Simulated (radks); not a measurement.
Values are calculated unless marked as measured or tabulated.
The beryllium ion Be+, [He] 2s1. Level of theory: non-relativistic Kohn-Sham, exchange-only LDA, spin-polarised, spherical densities, point nucleus (a radial shooting solver on a logarithmic mesh with Libxc functionals). Every spin shell is full or empty, so the densities are truly spherical. Functionals are evaluated on that one density, not self-consistently. Rank these orbital-free kinetic functionals by their error against the exact value of the orbitals, and give that value: Thomas-Fermi, von Weizsacker, TF + vW, TF + vW/9, TF + vW/5, LC94, Perdew 92, LKT, PG1, DePristo-Kress, Ernzerhof.

Answer. Exact: 13.9425 hartree. From best to worst, with 100 (|E| - |E exact|)/|E exact| (equal figures are ties): DePristo-Kress -0.16, LC94 +0.37, TF + vW/9 +0.57, Perdew 92 +0.59, Ernzerhof +3.36, von Weizsacker -4.15, TF + vW/5 +9.09, Thomas-Fermi -10.08, PG1 +49.27, LKT +56.70, TF + vW +85.77.
